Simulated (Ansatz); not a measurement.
C₃H₁₂N₂OSn (SMILES CC[O][Sn]([CH3])([NH2])[NH2]), singlet, at a GFN2-xTB geometry (such geometries of metal compounds can be far from the true shape) (all electrons, no relativity), with bond 8-1 at 1.4 times its length; SC-NEVPT2/STO-3G, CASSCF(2,3) (Ansatz, a first-principles code).

Here is a job for Ansatz.
Ansatz 0.2 input:
```yaml
crystal:
  periodic: [false, false, false]
  atoms:
    - {symbol: C, position_ang: [-3.51988043, 0.60736958, 0.92018791]}
    - {symbol: C, position_ang: [-2.44248019, -0.01385342, 0.04274530]}
    - {symbol: O, position_ang: [-1.22474901, 0.61380360, 0.32740017]}
    - {symbol: Sn, position_ang: [0.61056283, -0.05416011, -0.11343705]}
    - {symbol: C, position_ang: [1.80854670, 1.73836010, 0.17739061]}
    - {symbol: N, position_ang: [1.17433195, -1.54077053, 1.16008870]}
    - {symbol: N, position_ang: [0.46090213, -1.02554960, -1.91196509]}
    - {symbol: H, position_ang: [-4.86965518, -0.02432023, 0.61393704]}
    - {symbol: H, position_ang: [-3.57033537, 1.67642243, 0.73359454]}
    - {symbol: H, position_ang: [-3.27742112, 0.45181537, 1.96797801]}
    - {symbol: H, position_ang: [-2.69988483, 0.12404353, -1.01419442]}
    - {symbol: H, position_ang: [-2.39216950, -1.09315811, 0.23452750]}
    - {symbol: H, position_ang: [2.76305606, 1.45469489, 0.60273699]}
    - {symbol: H, position_ang: [1.28023512, 2.39838335, 0.85341584]}
    - {symbol: H, position_ang: [1.96289231, 2.23769170, -0.77231581]}
    - {symbol: H, position_ang: [0.75355312, -2.42957245, 0.91055397]}
    - {symbol: H, position_ang: [0.88818858, -1.34831650, 2.11392988]}
    - {symbol: H, position_ang: [0.18416017, -0.40833259, -2.66721028]}
    - {symbol: H, position_ang: [1.33782669, -1.44927381, -2.19061090]}
basis:
  gaussian:
    orbitals: STO-3G
magnetization: {spin_polarized: false}
correlation: {method: sc_nevpt2, electrons: all, active_space: {window: {electrons: 2, orbitals: 3}}}
```

The log (banner, timings and long lists left out):

```
Functional definition: HF
957 factors; integrals over basis functions are off by at most 5.0e-5 eV
mean field evaluation 1: about -170442.9705 eV, gradient 3.0e1 eV
mean field evaluation 2: about -170443.2174 eV, gradient 3.0e1 eV
mean field evaluation 4: about -170446.5089 eV, gradient 1.9e0 eV
mean field evaluation 8: about -170446.5255 eV, gradient 1.3e-4 eV
mean field -170446.52554129 eV, -6263.7942808379 hartree, gradient 1.3e-6 eV, S^2 0.000000; 0 other end points of the search recorded, 0 dependent functions left out
reference -170446.52554129 eV, -6263.7942808379 hartree; 51, 51 occupied and 18, 18 virtual orbitals, 957 factors
state -170447.60399560 eV, -6263.8339133029 hartree
state -170447.60399560 eV, -6263.8339133029 hartree; corrected -170455.89345383 eV, -6264.1385452739 hartree
state -170446.93577391 eV, -6263.8093566086 hartree
state -170446.93577391 eV, -6263.8093566086 hartree; corrected -170455.57059666 eV, -6264.1266804919 hartree
state -170447.60399560 eV, -6263.8339133029 hartree; corrected -170455.89345383 eV, -6264.1385452739 hartree
Total energy: -170455.89345383 eV, -6264.1385452739 hartree
```
